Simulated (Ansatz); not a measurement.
# Molecular dynamics of BrH$_{5}$OSi

Input:

```yaml
crystal:
  periodic: [false, false, false]
  atoms:
    - { symbol: Si, position_ang: [0.093711, -0.124546, -0.167744] }
    - { symbol: H, position_ang: [-0.113719, 0.020312, 1.552256] }
    - { symbol: H, position_ang: [1.451149, 0.22785, -0.527256] }
    - { symbol: O, position_ang: [-0.765606, 1.265354, -0.31344] }
    - { symbol: H, position_ang: [-1.710541, 1.27903, -0.324452] }
    - { symbol: H, position_ang: [-0.72026, -1.228519, -0.651387] }
    - { symbol: Br, position_ang: [1.440712, -2.292743, 1.104154] }
    - { symbol: H, position_ang: [0.350853, -0.678339, 1.56687] }
basis:
  gaussian: { orbitals: def2-SVP }
hamiltonian:
  xc: hf
md:
  timestep: 0.5
  n_steps: 200
  ensemble: nve
  temperature: 300.0
  initial_velocities: maxwell_boltzmann
  seed: 10663
```

Command:

```bash
$ ansatz run input.yaml --threads 1 --pin off --max-ram 2048MiB --backend cpu --events-out ev --progress --plain --runs-dir out
```

It starts at the highest image of a converged band. Of that band: Neighbouring images differ by up to 1.6 eV, so the band resolves the path poorly. A vibrational analysis at the climbing image gives one clearly imaginary mode, 608i cm⁻¹: a first-order saddle point.

Output, in part (one step line in 3, the closing report, with atoms numbered from 0):

```
md step     0: t =     0.00 fs  T =   300.0 K  F+E_penalty+E_count = -79963.80402255 eV  E_kin = 0.232668 eV  conserved = -79963.57135455 eV  (34 SCF iters)
md step     3: t =     1.50 fs  T =   277.6 K  F+E_penalty+E_count = -79963.78646934 eV  E_kin = 0.215325 eV  conserved = -79963.57114465 eV  (33 SCF iters)
md step     6: t =     3.00 fs  T =   239.0 K  F+E_penalty+E_count = -79963.75630039 eV  E_kin = 0.185376 eV  conserved = -79963.57092474 eV  (32 SCF iters)
md step     9: t =     4.50 fs  T =   222.2 K  F+E_penalty+E_count = -79963.74318098 eV  E_kin = 0.172303 eV  conserved = -79963.57087844 eV  (33 SCF iters)
md step    12: t =     6.00 fs  T =   237.7 K  F+E_penalty+E_count = -79963.75526459 eV  E_kin = 0.184339 eV  conserved = -79963.57092536 eV  (32 SCF iters)
md step    15: t =     7.50 fs  T =   279.7 K  F+E_penalty+E_count = -79963.78788899 eV  E_kin = 0.216961 eV  conserved = -79963.57092783 eV  (32 SCF iters)
md step    18: t =     9.00 fs  T =   352.7 K  F+E_penalty+E_count = -79963.84427392 eV  E_kin = 0.273502 eV  conserved = -79963.57077158 eV  (33 SCF iters)
md step    21: t =    10.50 fs  T =   483.0 K  F+E_penalty+E_count = -79963.94560602 eV  E_kin = 0.374564 eV  conserved = -79963.57104213 eV  (33 SCF iters)
md step    24: t =    12.00 fs  T =   622.3 K  F+E_penalty+E_count = -79964.05574904 eV  E_kin = 0.482654 eV  conserved = -79963.57309466 eV  (31 SCF iters)
md step    27: t =    13.50 fs  T =   532.0 K  F+E_penalty+E_count = -79963.98572743 eV  E_kin = 0.412607 eV  conserved = -79963.57312029 eV  (31 SCF iters)
md step    30: t =    15.00 fs  T =   431.3 K  F+E_penalty+E_count = -79963.90302945 eV  E_kin = 0.334530 eV  conserved = -79963.56849991 eV  (32 SCF iters)
md step    33: t =    16.50 fs  T =   826.0 K  F+E_penalty+E_count = -79964.21546735 eV  E_kin = 0.640649 eV  conserved = -79963.57481872 eV  (31 SCF iters)
md step    36: t =    18.00 fs  T =   954.3 K  F+E_penalty+E_count = -79964.31395014 eV  E_kin = 0.740098 eV  conserved = -79963.57385207 eV  (32 SCF iters)
md step    39: t =    19.50 fs  T =   780.4 K  F+E_penalty+E_count = -79964.17633864 eV  E_kin = 0.605276 eV  conserved = -79963.57106233 eV  (33 SCF iters)
md step    42: t =    21.00 fs  T =   729.4 K  F+E_penalty+E_count = -79964.13630474 eV  E_kin = 0.565691 eV  conserved = -79963.57061351 eV  (34 SCF iters)
md step    45: t =    22.50 fs  T =   912.6 K  F+E_penalty+E_count = -79964.27878640 eV  E_kin = 0.707786 eV  conserved = -79963.57100015 eV  (32 SCF iters)
md step    48: t =    24.00 fs  T =  1243.2 K  F+E_penalty+E_count = -79964.53706457 eV  E_kin = 0.964172 eV  conserved = -79963.57289230 eV  (32 SCF iters)
md step    51: t =    25.50 fs  T =  1408.3 K  F+E_penalty+E_count = -79964.66658189 eV  E_kin = 1.092194 eV  conserved = -79963.57438742 eV  (32 SCF iters)
md step    54: t =    27.00 fs  T =  1333.9 K  F+E_penalty+E_count = -79964.60310480 eV  E_kin = 1.034486 eV  conserved = -79963.56861850 eV  (32 SCF iters)
md step    57: t =    28.50 fs  T =  1683.9 K  F+E_penalty+E_count = -79964.87914654 eV  E_kin = 1.305944 eV  conserved = -79963.57320236 eV  (32 SCF iters)
md step    60: t =    30.00 fs  T =  1937.0 K  F+E_penalty+E_count = -79965.07753064 eV  E_kin = 1.502250 eV  conserved = -79963.57528110 eV  (33 SCF iters)
md step    63: t =    31.50 fs  T =  1706.2 K  F+E_penalty+E_count = -79964.89516888 eV  E_kin = 1.323295 eV  conserved = -79963.57187428 eV  (34 SCF iters)
md step    66: t =    33.00 fs  T =  1483.7 K  F+E_penalty+E_count = -79964.72069957 eV  E_kin = 1.150681 eV  conserved = -79963.57001890 eV  (33 SCF iters)
md step    69: t =    34.50 fs  T =  1596.8 K  F+E_penalty+E_count = -79964.80914184 eV  E_kin = 1.238447 eV  conserved = -79963.57069463 eV  (33 SCF iters)
md step    72: t =    36.00 fs  T =  1937.9 K  F+E_penalty+E_count = -79965.07590478 eV  E_kin = 1.502991 eV  conserved = -79963.57291383 eV  (33 SCF iters)
md step    75: t =    37.50 fs  T =  2112.7 K  F+E_penalty+E_count = -79965.21389632 eV  E_kin = 1.638554 eV  conserved = -79963.57534193 eV  (33 SCF iters)
md step    78: t =    39.00 fs  T =  1828.6 K  F+E_penalty+E_count = -79964.98910435 eV  E_kin = 1.418187 eV  conserved = -79963.57091697 eV  (32 SCF iters)
md step    81: t =    40.50 fs  T =  1765.7 K  F+E_penalty+E_count = -79964.93844672 eV  E_kin = 1.369385 eV  conserved = -79963.56906162 eV  (32 SCF iters)
md step    84: t =    42.00 fs  T =  2122.9 K  F+E_penalty+E_count = -79965.22171738 eV  E_kin = 1.646445 eV  conserved = -79963.57527278 eV  (36 SCF iters)
md step    87: t =    43.50 fs  T =  2077.7 K  F+E_penalty+E_count = -79965.18464485 eV  E_kin = 1.611398 eV  conserved = -79963.57324697 eV  (35 SCF iters)
md step    90: t =    45.00 fs  T =  1806.6 K  F+E_penalty+E_count = -79964.97182082 eV  E_kin = 1.401137 eV  conserved = -79963.57068425 eV  (33 SCF iters)
md step    93: t =    46.50 fs  T =  1754.4 K  F+E_penalty+E_count = -79964.93032094 eV  E_kin = 1.360661 eV  conserved = -79963.56965984 eV  (34 SCF iters)
md step    96: t =    48.00 fs  T =  2090.1 K  F+E_penalty+E_count = -79965.19230931 eV  E_kin = 1.620985 eV  conserved = -79963.57132399 eV  (34 SCF iters)
md step    99: t =    49.50 fs  T =  2511.5 K  F+E_penalty+E_count = -79965.52304286 eV  E_kin = 1.947849 eV  conserved = -79963.57519365 eV  (35 SCF iters)
md step   102: t =    51.00 fs  T =  2440.0 K  F+E_penalty+E_count = -79965.46668345 eV  E_kin = 1.892365 eV  conserved = -79963.57431845 eV  (34 SCF iters)
md step   105: t =    52.50 fs  T =  2141.2 K  F+E_penalty+E_count = -79965.22858105 eV  E_kin = 1.660653 eV  conserved = -79963.56792851 eV  (34 SCF iters)
md step   108: t =    54.00 fs  T =  2359.9 K  F+E_penalty+E_count = -79965.40444202 eV  E_kin = 1.830280 eV  conserved = -79963.57416225 eV  (33 SCF iters)
md step   111: t =    55.50 fs  T =  2393.3 K  F+E_penalty+E_count = -79965.42991664 eV  E_kin = 1.856135 eV  conserved = -79963.57378124 eV  (35 SCF iters)
md step   114: t =    57.00 fs  T =  2134.1 K  F+E_penalty+E_count = -79965.22643386 eV  E_kin = 1.655146 eV  conserved = -79963.57128821 eV  (38 SCF iters)
md step   117: t =    58.50 fs  T =  1967.5 K  F+E_penalty+E_count = -79965.09643834 eV  E_kin = 1.525941 eV  conserved = -79963.57049755 eV  (38 SCF iters)
md step   120: t =    60.00 fs  T =  2060.8 K  F+E_penalty+E_count = -79965.16887644 eV  E_kin = 1.598272 eV  conserved = -79963.57060447 eV  (38 SCF iters)
md step   123: t =    61.50 fs  T =  2373.6 K  F+E_penalty+E_count = -79965.41369714 eV  E_kin = 1.840861 eV  conserved = -79963.57283634 eV  (38 SCF iters)
md step   126: t =    63.00 fs  T =  2527.8 K  F+E_penalty+E_count = -79965.53571910 eV  E_kin = 1.960450 eV  conserved = -79963.57526885 eV  (35 SCF iters)
md step   129: t =    64.50 fs  T =  2320.5 K  F+E_penalty+E_count = -79965.36883497 eV  E_kin = 1.799710 eV  conserved = -79963.56912451 eV  (36 SCF iters)
md step   132: t =    66.00 fs  T =  2476.5 K  F+E_penalty+E_count = -79965.49363659 eV  E_kin = 1.920705 eV  conserved = -79963.57293163 eV  (36 SCF iters)
md step   135: t =    67.50 fs  T =  2591.4 K  F+E_penalty+E_count = -79965.58446347 eV  E_kin = 2.009784 eV  conserved = -79963.57467987 eV  (37 SCF iters)
md step   138: t =    69.00 fs  T =  2311.0 K  F+E_penalty+E_count = -79965.36375119 eV  E_kin = 1.792316 eV  conserved = -79963.57143547 eV  (38 SCF iters)
md step   141: t =    70.50 fs  T =  2083.9 K  F+E_penalty+E_count = -79965.18640558 eV  E_kin = 1.616218 eV  conserved = -79963.57018769 eV  (37 SCF iters)
md step   144: t =    72.00 fs  T =  2149.1 K  F+E_penalty+E_count = -79965.23740711 eV  E_kin = 1.666722 eV  conserved = -79963.57068491 eV  (37 SCF iters)
md step   147: t =    73.50 fs  T =  2420.4 K  F+E_penalty+E_count = -79965.44981191 eV  E_kin = 1.877133 eV  conserved = -79963.57267885 eV  (36 SCF iters)
md step   150: t =    75.00 fs  T =  2554.3 K  F+E_penalty+E_count = -79965.55603705 eV  E_kin = 1.981050 eV  conserved = -79963.57498680 eV  (36 SCF iters)
md step   153: t =    76.50 fs  T =  2312.1 K  F+E_penalty+E_count = -79965.36333909 eV  E_kin = 1.793175 eV  conserved = -79963.57016430 eV  (37 SCF iters)
md step   156: t =    78.00 fs  T =  2381.2 K  F+E_penalty+E_count = -79965.41725238 eV  E_kin = 1.846762 eV  conserved = -79963.57049042 eV  (36 SCF iters)
md step   159: t =    79.50 fs  T =  2694.3 K  F+E_penalty+E_count = -79965.66538170 eV  E_kin = 2.089553 eV  conserved = -79963.57582858 eV  (36 SCF iters)
md step   162: t =    81.00 fs  T =  2500.6 K  F+E_penalty+E_count = -79965.51201560 eV  E_kin = 1.939368 eV  conserved = -79963.57264797 eV  (37 SCF iters)
md step   165: t =    82.50 fs  T =  2161.8 K  F+E_penalty+E_count = -79965.24686018 eV  E_kin = 1.676613 eV  conserved = -79963.57024744 eV  (38 SCF iters)
md step   168: t =    84.00 fs  T =  2100.1 K  F+E_penalty+E_count = -79965.19873018 eV  E_kin = 1.628757 eV  conserved = -79963.56997285 eV  (37 SCF iters)
md step   171: t =    85.50 fs  T =  2370.7 K  F+E_penalty+E_count = -79965.41020624 eV  E_kin = 1.838622 eV  conserved = -79963.57158394 eV  (36 SCF iters)
md step   174: t =    87.00 fs  T =  2672.7 K  F+E_penalty+E_count = -79965.64782519 eV  E_kin = 2.072816 eV  conserved = -79963.57500929 eV  (36 SCF iters)
md step   177: t =    88.50 fs  T =  2517.4 K  F+E_penalty+E_count = -79965.52575196 eV  E_kin = 1.952402 eV  conserved = -79963.57334994 eV  (35 SCF iters)
md step   180: t =    90.00 fs  T =  2277.4 K  F+E_penalty+E_count = -79965.33411033 eV  E_kin = 1.766266 eV  conserved = -79963.56784448 eV  (35 SCF iters)
md step   183: t =    91.50 fs  T =  2575.1 K  F+E_penalty+E_count = -79965.57182028 eV  E_kin = 1.997155 eV  conserved = -79963.57466521 eV  (32 SCF iters)
md step   186: t =    93.00 fs  T =  2599.0 K  F+E_penalty+E_count = -79965.58974102 eV  E_kin = 2.015711 eV  conserved = -79963.57402989 eV  (34 SCF iters)
md step   189: t =    94.50 fs  T =  2284.1 K  F+E_penalty+E_count = -79965.34263188 eV  E_kin = 1.771474 eV  conserved = -79963.57115751 eV  (34 SCF iters)
md step   192: t =    96.00 fs  T =  2082.7 K  F+E_penalty+E_count = -79965.18528541 eV  E_kin = 1.615287 eV  conserved = -79963.56999855 eV  (34 SCF iters)
md step   195: t =    97.50 fs  T =  2209.9 K  F+E_penalty+E_count = -79965.28448893 eV  E_kin = 1.713876 eV  conserved = -79963.57061322 eV  (33 SCF iters)
md step   198: t =    99.00 fs  T =  2542.5 K  F+E_penalty+E_count = -79965.54527729 eV  E_kin = 1.971851 eV  conserved = -79963.57342638 eV  (33 SCF iters)
md step   200: t =   100.00 fs  T =  2654.1 K  F+E_penalty+E_count = -79965.63382037 eV  E_kin = 2.058448 eV  conserved = -79963.57537251 eV  (34 SCF iters)
Total energy: -79965.63382037 eV, -2938.6828402451 hartree
Atom 0 at    -0.696079     0.839468    -0.150775 Å, force    -0.998547     0.590241     1.393608 eV/Å
Atom 1 at    -1.826741     0.971259     0.890046 Å, force     0.836147    -0.204867    -0.459738 eV/Å
Atom 2 at     0.626413     1.156311     0.517743 Å, force    -0.576438    -0.275746    -0.471297 eV/Å
Atom 3 at    -1.032965     1.915497    -1.331892 Å, force     0.722712    -0.078756    -0.637295 eV/Å
Atom 4 at    -1.730634     2.527673    -1.458846 Å, force    -0.267902     0.017675     0.270115 eV/Å
Atom 5 at    -0.755956    -0.541716    -0.662542 Å, force     0.279160    -0.036367    -0.093378 eV/Å
Atom 6 at     1.792020    -2.790064     1.330000 Å, force     0.070346    -0.085556     0.206135 eV/Å
Atom 7 at     1.345036    -2.249149     0.118926 Å, force    -0.065478     0.073377    -0.208150 eV/Å
Dipole moment:    -0.253007     0.212887    -0.162752 e Å
```

The run went to its last step. The conserved energy stayed within 0.59 meV per atom of its start (net change -0.5 meV per atom), so the integration is sound. The kinetic energy rose, since the run started high on the potential surface and went downhill. It ends in pieces (BrH + H4OSi), so much of that is their flight and rotation, not heat. A run of 0.1 ps of so small a system gives no equilibrium averages. The orbitals stay closed-shell, which can raise the energy where a bond breaks towards radicals; this wasn't checked here.

Between its relaxed ends the band would form Si1–Br7, H2–H8 and break Si1–H2, Br7–H8. These pairs go: Si1–Br7 2.85 → 4.64 Å, H2–H8 0.84 → 4.59 Å, Si1–H2 1.74 → 1.54 Å, Br7–H8 2.00 → 1.40 Å. In the last frame they stand as before the step (other bonds may differ from the relaxed reactants and products). It ends as BrH + H4OSi. Pairs count as bonded within 1.25 times the sum of covalent radii (0.12 Å more for H–H).

Last frame:

```xyz
8
Properties=species:S:1:pos:R:3
Si -0.696 0.840 -0.151
H -1.827 0.971 0.890
H 0.626 1.156 0.518
O -1.033 1.915 -1.332
H -1.731 2.528 -1.459
H -0.756 -0.542 -0.662
Br 1.792 -2.790 1.330
H 1.345 -2.249 0.119
```

Time of the run: 5.5 min on 1 thread of Arm Neoverse V2 (shared host), peak memory 0.17 GiB.
